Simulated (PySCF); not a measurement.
GeH, SMILES [GeH] (connectivity only; charge and spin as stated), neutral, multiplicity 2.

Geometry optimised at PBE-D3(BJ)/def2-TZVPD.

Level of theory: PBE-D3(BJ)/def2-TZVPD in PySCF.

Frequencies are harmonic and unscaled.

Computed vibrational spectrum:
| mode | ν (cm⁻¹) | IR (km/mol) | moving atoms (share of kinetic energy) |
|---|---|---|---|
| 1 | 1827 | 336.0 | H 99 % |
